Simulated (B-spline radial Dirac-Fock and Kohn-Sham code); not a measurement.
## How the levels of thallium move as electrons are removed

These are calculated numbers from a B-spline atomic structure program; the model is Dirac-Fock ΔSCF + Breit + QED. Each ion is free and in its tabulated ground configuration. Correlation and solid-state effects are left out.

Reference: Tl, [Xe] 4f14 5d10 6s2 6p1, with K (1s) 85531.8 eV, N3 (4p3/2) 622.3 eV, N6 (4f5/2) 128.2 eV, O1 (5s) 147.2 eV, O2 (5p1/2) 103.3 eV, Kα1 (K-L3) 72868.6 eV, Kβ1 (K-M3) 82563.6 eV, Lℓ (L3-M1) 8944.2 eV. Shifts from it, in eV (a dash: the subshell is empty, belongs to an open shell averaged over j, or its hole state is left out as unreliable):

```csv
ion,configuration,K (1s),N3 (4p3/2),N6 (4f5/2),O1 (5s),O2 (5p1/2),Kα1,Kβ1,Lℓ
Tl⁺,[Xe] 4f14 5d10 6s2,+8.3,+8.2,+8.2,+8.1,+8.1,+0.06,+0.08,+0.01
Tl²⁺,[Xe] 4f14 5d10 6s1,+19.4,+19.2,+19.2,–,+19.1,+0.13,+0.17,+0.09
Tl³⁺,[Xe] 4f14 5d10,+31.6,+31.1,+31.1,+30.6,+30.9,+0.30,+0.38,+0.15
Tl⁴⁺,[Xe] 4f14 5d9,+49.8,+49.1,+49.1,+47.7,+47.5,+0.22,+0.45,+0.29
Tl⁵⁺,[Xe] 4f14 5d8,+69.2,+68.2,+68.0,+65.6,+64.9,+0.14,+0.57,+0.49
Tl⁶⁺,[Xe] 4f14 5d7,+89.7,+88.2,+88.0,+84.3,+83.0,+0.06,+0.75,+0.74
```

Over this range K (1s) moves by +89.7 eV and Kα1 by +0.1 eV: a line is a difference of two levels that shift in the same direction.
